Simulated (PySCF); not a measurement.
Working out the ionisation energy of Ne⁺

Ne⁺ [He] 2s2 2p5 (2P) → Ne²⁺ [He] 2s2 2p4 (3P). Calculation: PySCF 2.14, in x2c-QZVPPall with one added diffuse shell each of s, p, d, f type (8s5p4d3f1g, 73 functions); scalar relativity by spin-free X2C-1e. Frozen: nothing. Energies in hartree (1 hartree = 27.21139 eV):

```csv
part,Ne⁺ (lower),Ne²⁺ (upper)
UHF,-127.962784,-126.520026
CCSD correlation,-0.251437,-0.194596
(T),-0.003141,-0.001871
```

Task: What does Hartree-Fock give?

Result: (-126.520026) − (-127.962784) = 1.442758 hartree = 39.259 eV.

Task: What do CCSD and CCSD(T) give?

Result: The CCSD correlation energies differ by 0.056841 hartree = 1.547 eV and the triples by 0.001270 hartree = 0.035 eV, so CCSD gives 40.806 eV and CCSD(T) 40.841 eV.

A first-order spin-orbit estimate adds -0.005 eV to CCSD(T) (valence and next inner shell), giving 40.836 eV against 40.963 eV (measured; NIST Atomic Spectra Database, ionization energies).

What remains against the reference includes basis incompleteness and higher excitations.
